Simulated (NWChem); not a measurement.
Species: SiH$_{2}$SCl$_{2}$; SMILES S[SiH](Cl)Cl

```xyz
6

Si     0.0140     0.0306     0.4745
S      0.5910    -1.8445    -0.3409
Cl     1.2130     1.5588    -0.2054
Cl    -1.9157     0.3281    -0.1516
H      0.0612     0.0700     1.9541
H      1.8398    -1.7818     0.1764
```
Atoms are numbered in this order, from 1.

All runs: NWChem. Pople sets run with spherical d functions. Structure relaxed at the PBE0/def2-SVP level. Vzz is the largest principal value of the second derivative of the potential at the nucleus (NWChem prints the opposite sign); η is the asymmetry. Non-relativistic.

For level PBE0/6-31G*:

```
Property        Result
--------------  ------
Vzz S2 (a.u.)   -2.070
Vzz Cl3 (a.u.)   2.118
Vzz Cl4 (a.u.)   2.210
```

Question: What are these values for level B3LYP/cc-pVTZ?

Answer: 
| Item | Result |
|---|---|
| Vzz S2 (a.u.) | -2.025 |
| Vzz Cl3 (a.u.) | 2.016 |
| Vzz Cl4 (a.u.) | 2.073 |
